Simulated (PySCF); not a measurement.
[TiBr4]-: Ti(III) (d1), charge -1. The structure is a model geometry with rigid ligands and bond lengths from ionic radii and angle to the S4 axis changed to 90.00°, not a minimum; coordination square planar, point group D4h, metal–donor distances 2.41 Å.

```
5

Ti    0.0000    0.0000    0.0000
Br    1.7041    1.7041    0.0000
Br   -1.7041   -1.7041    0.0000
Br   -1.7041    1.7041    0.0000
Br    1.7041   -1.7041    0.0000
```

Method (PySCF 2.14, density fitting): CASSCF(1,5) with orbitals averaged over all microstates of the shell, strongly contracted NEVPT2 on the averaged canonical orbitals; basis x2c-TZVPall on the metal, x2c-SVPall elsewhere; spin-free X2C; gas phase; spin-orbit coupling by state interaction with the mean-field operator over all roots.

Question: Which term lies lowest, and with what spin?

Answer: 2A1g (S = 1/2, orbital degeneracy 1), orbital occupations from the lowest 1.0 0.0 0.0 0.0 0.0, by NEVPT2.

Question: List the excited states of the same spin.

Answer: By NEVPT2: 2Eg at 4387 cm⁻¹; 2B2g at 7928 cm⁻¹ (1261 nm); 2B1g at 26507 cm⁻¹ (377 nm). All are electric-dipole forbidden at this geometry.

Question: Give the fitted ligand-field and repulsion parameters.

Answer: At NEVPT2 level: orbital energies 0, 4387, 4387, 7928, 26507 cm⁻¹; spin-orbit coupling on the heavy ligands mixes in, so no single ζ describes it.

Question: What magnetic behaviour follows?

Answer: The ground doublet has g = 1.865, 1.865, 2.000. μeff is 1.79 μB at 300 K and 1.66 μB at 10 K; the spin-only value is 1.73 μB.

Charge-transfer states lie outside this active space and may come lower than some of these levels. NEVPT2 lifts 2Eg from 3101 to 4387 cm⁻¹; on the d shell alone such lifts tend to overshoot. An active orbital has only 0.71 squared overlap with the free ion's shell, so the metal shell alone is a small active space here. NEVPT2 on the d shell alone tends to put d–d bands too high for such charged or covalently bound ions.

The job took 37 s on one thread of Arm Neoverse N1 (shared host), with 176 basis functions and a peak of 0.53 GiB, launched as `OMP_NUM_THREADS=1 python lf_run.py task.json out`.
